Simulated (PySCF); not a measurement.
Correlation energy of Ne²⁺ (neon, charge +2)

[He] 2s2 2p3 3d1, high-spin 5D determinant (an excited configuration). Computed with PySCF 2.14 in aug-cc-pCVTZ-DK, with scalar relativity by spin-free X2C-1e. Frozen: nothing; 8 electrons correlated.

```json
{"level": "CCSD", "correlation energy (mhartree)": "-189.12"}
{"level": "(T)", "correlation energy (mhartree)": "-1.71"}
{"level": "CCSD(T)", "correlation energy (mhartree)": "-190.83"}
```

Diagnostics: T1 = 0.0017, D1 = 0.0039, largest double amplitude 0.042.

The outer electron is Rydberg-like, and this basis confines it to a smaller radius and binds it less than a complete one would.

Cost of the coupled-cluster step: about 9 core-seconds, for 8 correlated electrons.

Iterations:

```
CC2 = 0
CCSD nocc = (np.int64(6), np.int64(2)), nmo = (59, 59)
frozen orbitals [[], []]
max_cycle = 100
direct = 0
conv_tol = 1e-08
conv_tol_normt = 1e-06
diis_space = 8
diis_start_cycle = 0
Init t2, MP2 energy = -0.173735026390213
Init E_corr(UCCSD) = -0.173735026390281
cycle = 1  E_corr(UCCSD) = -0.186071709461708  dE = -0.0123366831  norm(t1,t2) = 0.0209657
cycle = 2  E_corr(UCCSD) = -0.188065943242653  dE = -0.00199423378  norm(t1,t2) = 0.00922475
cycle = 3  E_corr(UCCSD) = -0.189237548283111  dE = -0.00117160504  norm(t1,t2) = 0.00560965
cycle = 4  E_corr(UCCSD) = -0.189100729852802  dE = 0.00013681843  norm(t1,t2) = 0.00189218
cycle = 5  E_corr(UCCSD) = -0.189127643659832  dE = -2.6913807e-05  norm(t1,t2) = 0.00027623
cycle = 6  E_corr(UCCSD) = -0.189123456532716  dE = 4.18712712e-06  norm(t1,t2) = 5.79864e-05
cycle = 7  E_corr(UCCSD) = -0.189124025324771  dE = -5.68792055e-07  norm(t1,t2) = 1.25236e-05
cycle = 8  E_corr(UCCSD) = -0.189124083942854  dE = -5.86180829e-08  norm(t1,t2) = 1.91479e-05
cycle = 9  E_corr(UCCSD) = -0.189124166426042  dE = -8.24831876e-08  norm(t1,t2) = 5.0263e-06
cycle = 10  E_corr(UCCSD) = -0.189124159210277  dE = 7.21576526e-09  norm(t1,t2) = 5.16972e-07
UCCSD converged
E(UCCSD) = -124.7526990637796  E_corr = -0.1891241592102767
UCCSD(T) correction = -0.00171022732537481
```
